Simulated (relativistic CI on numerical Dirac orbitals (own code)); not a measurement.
Slater and spin-orbit integrals, Pr XI

Method of calculation: Dirac-Coulomb-Breit CI, orbitals from a KLI potential per configuration, model QED (radiative potential, 1s self-energy scaled to tabulated hydrogen-like ionisation energies), unscaled Slater integrals (own radial code, finite nucleus).

Slater integrals F^k, G^k are unscaled and averaged over j, outside the closed core [Kr] 4d10; ζ comes from projecting the Hamiltonian with its Breit term on Σ l·s of the shell.

- 5s2.5p: ζ(5p) = 26133 cm⁻¹; <r>(5p) = 1.41, <r^2>(5p) = 2.217 (bohr units).
- 5s2.4f: ζ(4f) = 884.75 cm⁻¹; <r>(4f) = 0.8289, <r^2>(4f) = 0.8203 (bohr units).
- 5s.5p2: F^2(5p,5p) = 76093, G^1(5s,5p) = 99040, ζ(5p) = 25953 cm⁻¹; <r>(5s) = 1.299, <r^2>(5s) = 1.878, <r>(5p) = 1.408, <r^2>(5p) = 2.21 (bohr units).

Averages of the first 10 configurations, taken without configuration mixing, which lowers the lowest level and can move excited configurations by several eV; other configurations of the list can lie among them:

```json
{"Configuration": "5s2.5p", "Parity": "odd", "States": "6", "Average energy above the lowest level (eV)": "4.6"}
{"Configuration": "5s2.4f", "Parity": "odd", "States": "14", "Average energy above the lowest level (eV)": "2.5"}
{"Configuration": "5s.5p2", "Parity": "even", "States": "30", "Average energy above the lowest level (eV)": "27.5"}
{"Configuration": "5s.4f2", "Parity": "even", "States": "182", "Average energy above the lowest level (eV)": "24.0"}
{"Configuration": "5s.5p.4f", "Parity": "even", "States": "168", "Average energy above the lowest level (eV)": "23.6"}
{"Configuration": "5s2.5d", "Parity": "even", "States": "10", "Average energy above the lowest level (eV)": "40.7"}
{"Configuration": "5p3", "Parity": "odd", "States": "20", "Average energy above the lowest level (eV)": "53.8"}
{"Configuration": "5p2.4f", "Parity": "odd", "States": "210", "Average energy above the lowest level (eV)": "48.1"}
{"Configuration": "5s.5p.5d", "Parity": "odd", "States": "120", "Average energy above the lowest level (eV)": "62.2"}
{"Configuration": "5s2.5f", "Parity": "odd", "States": "14", "Average energy above the lowest level (eV)": "76.2"}
```
